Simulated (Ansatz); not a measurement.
Species: C₂HS, SMILES `C#C[S]` (charge 0, multiplicity 2).

Question: Give a relaxed geometry from PBE-D3(BJ)/def2-TZVP (Ansatz, an electronic-structure program).

Answer: the end point of this relaxation (outside a Z-matrix the atoms follow the SMILES, hydrogens last).
Cartesian coordinates (Å) in one orientation:
```xyz
4

C     -0.751    -0.196    -0.055
C      0.483    -0.079     0.034
S      2.084     0.071     0.147
H     -1.815    -0.292    -0.127
```
